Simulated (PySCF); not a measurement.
## Multinuclear NMR of C4H5Cl3F2Si

Atom-mapped SMILES (the numbers label the heavy atoms): `[F:1]/[CH:2]=[C:3](/[F:4])[C@H:5]([SiH3:6])[C:7]([Cl:8])([Cl:9])[Cl:10]` (H(Xn): hydrogen on atom n).

How the numbers were obtained: shielding tensors at PBE0/pcSseg-1 (GIAO), GFN2-xTB structure, in PySCF (relativity neglected, rapidly exchanging positions averaged, a single conformation, in vacuum).

**Question.** What are the ¹⁹F shifts?

**Answer.** 
| atoms | environment | σ (ppm) | δ (ppm) |
| --- | --- | --- | --- |
| F4 | vinylic fluorine | 342.6 | -163.1 |
| F1 | vinylic fluorine | 349.5 | -169.4 |

Shieldings were converted by a linear fit to measured shifts: ¹⁹F (scatter 6.0 ppm rms, 7.0 ppm with the 5 outliers that the fit left out vs CFCl3, solution or neat liquid, with a term for F on sp3 carbon). A few per cent of atoms miss by over 2 rms, more outside the fitted compound classes.

On a 500 MHz spectrometer ¹⁹F resonates near 470.5 MHz, so 1 ppm is 470.5 Hz.

**Question.** What are the ²⁹Si shifts?

**Answer.** 
```tsv
atoms	environment	σ (ppm)	δ (ppm)
Si6	silicon bonded to C, 3 H	416.6	-62.4
```

Shieldings were converted by a linear fit to measured shifts: ²⁹Si (scatter 8.9 ppm rms, 25.8 ppm with the 6 outliers that the fit left out vs TMS, solution or neat liquid). Occasional misses reach two or three times the rms, and more in compound classes unlike the fitted ones.

On a 400 MHz spectrometer ²⁹Si resonates near 79.5 MHz, so 1 ppm is 79.5 Hz.
